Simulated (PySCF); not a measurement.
A structure optimised at PBE-D3(BJ)/def2-SVPD, used in a PySCF frequency run:

```xyz
5

Se     0.0000     0.0000    -0.3908
F      1.9155     0.0000    -0.3351
F     -1.9155     0.0000    -0.3351
F      0.0000    -1.2269     1.0733
F      0.0000     1.2269     1.0733
```
Charge -1, spin multiplicity 2.

Write its SMILES, formula and point group.

F[Se-](F)(F)F, F4Se, C2v

What are its rotational constants (standard atomic weights)?

4.3106, 2.5704, 2.5337 GHz
